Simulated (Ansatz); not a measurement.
Strength of the C–Ga bond: C3H9GaO2 → C3H7 + Ga(OH)2

Species: C3H9GaO2 `C[CH](C)[Ga]([OH])[OH]`, singlet; C3H7 (methylethyl) `C[CH]C`, doublet; Ga(OH)2, doublet. 

Shapes, held fixed at every level: PBE0-D4/def2-TZVP. Flexible molecules stand in one conformer, not always the lowest. Programs: Ansatz 0.2.0. Electronic energies: no zero-point or thermal term.

```csv
level,kind,ΔE (kJ/mol),less CCSD(T)/def2-TZVPP
HF/def2-TZVPP,Hartree–Fock,+184.3,-121.2
PBE-D4/def2-TZVPP,GGA,+280.9,-24.6
B3LYP-D4/def2-TZVPP,global hybrid,+276.6,-28.9
PBE0-D4/def2-TZVPP,global hybrid,+284.8,-20.7
wB97M-V/def2-TZVPP,range-separated hybrid,+297.3,-8.2
wB97X-V/def2-TZVPP,range-separated hybrid,+302.6,-2.9
MP2/def2-TZVPP,perturbation theory,+320.9,+15.4
CCSD(T)/def2-TZVPP,coupled cluster or CI,+305.5,0.0
```

The highest level, CCSD(T)/def2-TZVPP, gives ΔE = +305.5 kJ/mol; the levels span +184.3 to +320.9. The column of differences is taken from that level and isn't an error. Hartree–Fock misses the correlation of the pair that is broken and comes out low. No measured value is set beside it here. Open shells run unrestricted unless RO is named. Relativity is left out for Ga unless named. Correlated rows may include outer-core shells of Ga, which these sets cover unevenly.
